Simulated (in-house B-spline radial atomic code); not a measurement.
## How G0W0 and RPA depend on the start: Ar⁶⁺

Configuration [Ne] 3s2. Computed with a B-spline radial code for spherical atoms: all electrons, non-relativistic, point nucleus, each spin shell either full or empty, empty states to l = 9 with an (l + 1/2)⁻⁴ tail; G0W0 by contour deformation at full frequency.

```
            start  mean-field 3s (eV)  G0W0 (eV)  QP weight  RPA correlation (Eh)
     Hartree-Fock             -122.04    -124.12      0.977              -0.69095
         LDA VWN5             -115.77          ?          ?                     ?
              PBE             -115.64    -124.58      0.958              -0.77768
             PBE0             -117.52    -124.45      0.964              -0.75106
           r2SCAN             -115.91    -124.55      0.960               -0.7644
            HSE06             -117.17    -124.47      0.963              -0.75438
  B3LYP (VWN-RPA)             -117.34    -124.48      0.963              -0.75659
             SCAN             -115.98          ?          ?                     ?
             TPSS             -115.74    -124.57      0.959              -0.77287
        BHandHLYP             -119.38    -124.33      0.969              -0.72881
        CAM-B3LYP             -119.26    -124.38      0.968              -0.74278
          LC-wPBE             -120.86    -124.33      0.971              -0.73956
            wB97X             -120.31    -124.31      0.971              -0.73665
           PBEsol             -115.54    -124.61      0.958                -0.778
             BLYP             -115.68    -124.58      0.958              -0.77825
          r2SCAN0             -117.69    -124.44      0.966              -0.74261
LDA exchange-only             -114.11    -124.61      0.959              -0.77893
```

(1) What G0W0 level, weight and RPA correlation energy follow from the SCAN start?

(2) What G0W0 level, weight and RPA correlation energy follow from the LDA VWN5 start?

(3) How much of the dependence on the start does G0W0 remove?

## Answers

(1) G0W0 level -124.55 eV, weight 0.960, RPA correlation -0.76429 hartree.

(2) G0W0 level -124.64 eV, weight 0.957, RPA correlation -0.77937 hartree.

(3) The mean-field levels span 7.93 eV and the G0W0 levels 0.523 eV. Against 124.41 ± 0.06 eV (NIST, semi-empirical) the G0W0 removal energies are off by -0.29 to +0.23 eV, with relativity, Breit and QED terms left out.
